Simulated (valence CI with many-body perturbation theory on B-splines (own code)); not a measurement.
**Bi: electric-dipole lines**

Level of theory: relativistic CI+MBPT: five valence electrons over a frozen Dirac-Fock core [Xe] 4f14 5d10, radial functions for each j: 11 s, 11 p, 10 d, 8 f, 5 g, 2 h, with the one-electron correlation potential Σ1, the two-electron term Σ2, the three-electron term Σ3, Breit, model QED; selected CI, second order for the rest, scaled by the run's own slope (own B-spline code, finite nucleus).

Against 16 measured levels this calculation errs by 325 cm⁻¹ on average and by 714 at most. These come from a selection out of the NIST Handbook of Basic Atomic Spectroscopic Data. Levels without a partner in it may be off by more. Among the levels kept, up to 920 cm⁻¹ of a level comes from second order outside the variational space, and about a tenth of that is noise between levels of different J, which matters for small intervals.

Lines 1 to 50 of 212 in falling wavelength, among levels below 6.883 eV, chosen from the strongest by gf and those to the six lowest levels. Wavelengths and rates use the calculated energies, so an error of 300 cm⁻¹ moves a line at 34510 Å by 10 % and its rate by three times that or more. Electric multipoles are in the length gauge, E1 and E2 with the static RPA response of the core. Weak lines are less certain than strong ones. Lines between different terms over intervals too small for the method are left out, as are lines whose strength nearly cancels and 8 of this kind that miss the measured wavelength by over 7 %. The highest levels of a list are the least certain.

Levels are named by their leading jj configuration (3d3/2^4 stands for four electrons in 3d with j = 3/2), which in mixed levels can hold well under half, so a name can repeat and another be missing. Letters in brackets count levels of one name in rising energy.

| λ vac (Å) | Upper | Lower | A (s⁻¹) | log gf | Branch % |
| --- | --- | --- | --- | --- | --- |
| 49310 | (6s^2 6p1/2^2 9d3/2) J=3/2 | (6s^2 6p1/2^2 9p1/2) J=1/2 | 2.04e+05 | -0.53 | 3.9 |
| 49180 | (6s^2 6p1/2^2 8d5/2) J=5/2 | (5f7/2 6s^2 6p1/2^2) J=7/2 | 1.97e+05 | -0.37 | 0.7 |
| 48920 | (6s^2 6p1/2^2 8d5/2) J=5/2 | (5f5/2 6s^2 6p1/2^2) J=5/2 | 9.61e+03 | -1.68 | 0.0 |
| 48410 | (6s^2 6p1/2 6p3/2 7p3/2) J=5/2 | (6s^2 6p1/2^2 8d5/2) J=5/2 | 4.77e-01 | -6.00 | 0.0 |
| 47720 | (6s^2 6p1/2 6p3/2 7p1/2) J=1/2 | (6s^2 6p1/2^2 9s) J=1/2 | 6.93e+01 | -4.33 | 0.0 |
| 46560 | (6s^2 6p1/2 6p3/2 7p3/2) J=5/2 | (6s^2 6p1/2^2 8d3/2) J=3/2 | 2.28e+03 | -2.35 | 0.0 |
| 46450 | (6s^2 6p1/2^2 11s) J=1/2 | (6s^2 6p1/2^2 9p3/2) J=3/2 | 1.76e+05 | -0.94 | 2.9 |
| 45540 | (6s^2 6p1/2^2 9p1/2) J=1/2 | (6s^2 6p1/2^2 7d3/2) J=3/2 | 4.43e+05 | -0.56 | 27.6 |
| 43160 | (5g9/2 6s^2 6p1/2^2) J=9/2 | (5f7/2 6s^2 6p1/2^2) J=7/2 | 3.41e+06 | 0.98 | 100.0 |
| 43020 | (6s^2 6p1/2^2 9s) J=1/2 | (6s^2 6p1/2^2 8p1/2) J=1/2 | 1.26e+06 | -0.16 | 5.1 |
| 42170 | (6s^2 6p1/2^2 9p3/2) J=3/2 | (6s^2 6p1/2^2 7d5/2) J=5/2 | 3.17e+05 | -0.47 | 7.8 |
| 41820 | (5g7/2 6s^2 6p1/2^2) J=7/2 | (5f7/2 6s^2 6p1/2^2) J=7/2 | 1.34e+05 | -0.55 | 3.5 |
| 41630 | (5g7/2 6s^2 6p1/2^2) J=7/2 | (5f5/2 6s^2 6p1/2^2) J=5/2 | 3.66e+06 | 0.88 | 96.4 |
| 41460 | (6s^2 6p1/2^2 11s) J=1/2 | (6s^2 6p1/2^2 9p1/2) J=1/2 | 1.67e+05 | -1.07 | 2.8 |
| 40730 | (6s^2 6p1/2^2 9p3/2) J=3/2 | (6s^2 6p1/2^2 7d3/2) J=3/2 | 2.55e+04 | -1.60 | 0.6 |
| 39460 | (6s^2 6p1/2^2 8p1/2) J=1/2 | (6s^2 6p1/2^2 8s) J=1/2 | 1.86e+06 | -0.06 | 40.6 |
| 36210 | (6s^2 6p1/2 6p3/2 7p1/2) J=3/2 | (6s^2 6p1/2^2 9s) J=1/2 | 7.58e+03 | -2.22 | 0.0 |
| 35780 | (5f5/2 6s^2 6p1/2^2) J=5/2 | (6s^2 6p1/2 6p3/2 7s) J=5/2 | 2.02e+03 | -2.63 | 0.0 |
| 35650 | (5f7/2 6s^2 6p1/2^2) J=7/2 | (6s^2 6p1/2 6p3/2 7s) J=5/2 | 3.02e+04 | -1.34 | 0.2 |
| 34510 | (6s^2 6p1/2^2 6d3/2) J=3/2 | (6s^2 6p1/2^2 7p1/2) J=1/2 | 1.00e+06 | -0.14 | 2.9 |
| 33360 | (6s^2 6p1/2^2 10p1/2) J=1/2 | (6s^2 6p1/2^2 9s) J=1/2 | 8.74e+04 | -1.54 | 8.5 |
| 32470 | (6s^2 6p1/2 6p3/2 7p1/2) J=1/2 | (6s^2 6p1/2^2 7d3/2) J=3/2 | 3.54e+04 | -1.95 | 0.2 |
| 32430 | (6s^2 6p1/2^2 6f5/2) J=5/2 | (6s^2 6p1/2^2 7d5/2) J=5/2 | 1.18e+05 | -0.95 | 1.4 |
| 32180 | (6s^2 6p1/2^2 6f7/2) J=7/2 | (6s^2 6p1/2^2 7d5/2) J=5/2 | 1.90e+06 | 0.37 | 22.4 |
| 31840 | (6s^2 6p1/2^2 8p3/2) J=3/2 | (6s^2 6p1/2^2 8s) J=1/2 | 2.90e+06 | 0.25 | 31.6 |
| 31570 | (6s^2 6p1/2^2 6f5/2) J=5/2 | (6s^2 6p1/2^2 7d3/2) J=3/2 | 1.25e+06 | 0.05 | 14.5 |
| 30940 | (6s^2 6p1/2^2 10p3/2) J=3/2 | (6s^2 6p1/2^2 9s) J=1/2 | 3.56e+05 | -0.69 | 7.0 |
| 29980 | (6s^2 6p1/2^2 8p1/2) J=1/2 | (6s^2 6p1/2 6p3/2 7s) J=1/2 | 8.72e+05 | -0.63 | 19.1 |
| 29700 | (6s^2 6p1/2^2 8d3/2) J=3/2 | (6s^2 6p1/2^2 8p3/2) J=3/2 | 3.30e+05 | -0.76 | 2.9 |
| 29450 | (6s^2 6p1/2^2 9p1/2) J=1/2 | (6s^2 6p1/2 6p3/2 7s) J=3/2 [b] | 1.35e+04 | -2.45 | 0.8 |
| 29000 | (6s^2 6p1/2^2 8d5/2) J=5/2 | (6s^2 6p1/2^2 8p3/2) J=3/2 | 1.54e+06 | 0.07 | 5.4 |
| 28150 | (6s^2 6p1/2^2 9d3/2) J=3/2 | (5f5/2 6s^2 6p1/2^2) J=5/2 | 9.34e+04 | -1.35 | 1.8 |
| 27970 | (6s^2 6p1/2^2 9d5/2) J=5/2 | (5f7/2 6s^2 6p1/2^2) J=7/2 | 3.11e+04 | -1.66 | 0.2 |
| 27880 | (6s^2 6p1/2^2 9d5/2) J=5/2 | (5f5/2 6s^2 6p1/2^2) J=5/2 | 3.92e+03 | -2.56 | 0.0 |
| 27360 | (6s^2 6p1/2^2 9p3/2) J=3/2 | (6s^2 6p1/2 6p3/2 7s) J=3/2 [b] | 2.91e+02 | -3.88 | 0.0 |
| 27310 | (6s^2 6p1/2 6p3/2 7p1/2) J=3/2 | (6s^2 6p1/2^2 7d5/2) J=5/2 | 1.94e+04 | -2.06 | 0.1 |
| 26960 | (6s^2 6p1/2^2 6g9/2) J=9/2 | (5f7/2 6s^2 6p1/2^2) J=7/2 | 9.60e+05 | 0.02 | 58.4 |
| 26690 | (6s^2 6p1/2 6p3/2 7p1/2) J=3/2 | (6s^2 6p1/2^2 7d3/2) J=3/2 | 1.52e+02 | -4.19 | 0.0 |
| 26430 | (6s^2 6p1/2^2 6g7/2) J=7/2 | (5f7/2 6s^2 6p1/2^2) J=7/2 | 3.65e+04 | -1.51 | 1.6 |
| 26350 | (6s^2 6p1/2^2 6g7/2) J=7/2 | (5f5/2 6s^2 6p1/2^2) J=5/2 | 1.16e+06 | -0.01 | 52.0 |
| 25370 | (6s^2 6p1/2^2 8p3/2) J=3/2 | (6s^2 6p1/2 6p3/2 7s) J=1/2 | 1.26e+06 | -0.31 | 13.7 |
| 25170 | (6s^2 6p1/2^2 8d3/2) J=3/2 | (6s^2 6p1/2^2 8p1/2) J=1/2 | 9.56e+05 | -0.44 | 8.3 |
| 25110 | (6s^2 6p1/2^2 10p1/2) J=1/2 | (6s^2 6p1/2^2 7d3/2) J=3/2 | 1.98e+05 | -1.43 | 19.3 |
| 24670 | (6s^2 6p1/2^2 10s) J=1/2 | (6s^2 6p1/2^2 8p3/2) J=3/2 | 4.86e+05 | -1.05 | 4.1 |
| 24200 | (6s^2 6p1/2^2 10p3/2) J=3/2 | (6s^2 6p1/2^2 7d5/2) J=5/2 | 1.09e+05 | -1.42 | 2.1 |
| 23720 | (6s^2 6p1/2^2 10p3/2) J=3/2 | (6s^2 6p1/2^2 7d3/2) J=3/2 | 1.69e+04 | -2.24 | 0.3 |
| 23540 | (6s^2 6p1/2^2 8s) J=1/2 | (6s^2 6p1/2^2 7p3/2) J=3/2 | 5.03e+06 | -0.08 | 4.1 |
| 23370 | (6s^2 6p1/2 6p3/2 7p1/2) J=1/2 | (6s^2 6p1/2 6p3/2 7s) J=3/2 [b] | 2.57e+05 | -1.38 | 1.4 |
| 22910 | (6s^2 6p1/2^2 7f7/2) J=7/2 | (6s^2 6p1/2^2 7d5/2) J=5/2 | 1.15e+06 | -0.14 | 26.4 |
| 22900 | (6s^2 6p1/2^2 6f5/2) J=5/2 | (6s^2 6p1/2 6p3/2 7s) J=3/2 [b] | 7.00e+04 | -1.48 | 0.8 |

Problem. How does gf follow from A for the line at 34510 Å?

Solution. gf = 1.4992 × (2J+1)_upper × A / σ², with σ = 2898 cm⁻¹ and 2J+1 = 4: gf = 0.716.
